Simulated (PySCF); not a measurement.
## F (fluorine, neutral) across methods

[He] 2s2 2p5, 2P determinant. Calculation: PySCF 2.14, in aug-cc-pwCVQZ; no relativity, point nucleus.

| method | E (hartree) | mean ε 2s β (eV) | mean ε 2p α (eV) | mean ε 2p β (eV) | Σ⟨r²⟩ (bohr²) | ⟨S²⟩ |
| --- | --- | --- | --- | --- | --- | --- |
| PBE | -99.6740 | -28.608 | -11.870 | -10.310 | 10.74 | 0.752 |
| UHF | -99.41411 | -40.205 | -20.943 | -18.504 | 10.26 | 0.754 |
| LDA | -99.1127 | -28.565 | -12.063 | -10.370 | 10.77 | 0.751 |
| r2SCAN | -99.7315 | -29.571 | -12.519 | -10.794 | 10.52 | 0.753 |
| TPSSh | -99.7700 | -30.400 | -12.981 | -11.375 | 10.57 | 0.752 |
| BHandHLYP | -99.7477 | -34.901 | -16.736 | -14.887 | 10.45 | 0.752 |
| PW91 | -99.7403 | -28.660 | -11.952 | -10.397 | 10.72 | 0.751 |
| PBE0 | -99.6799 | -31.774 | -14.302 | -12.571 | 10.55 | 0.752 |
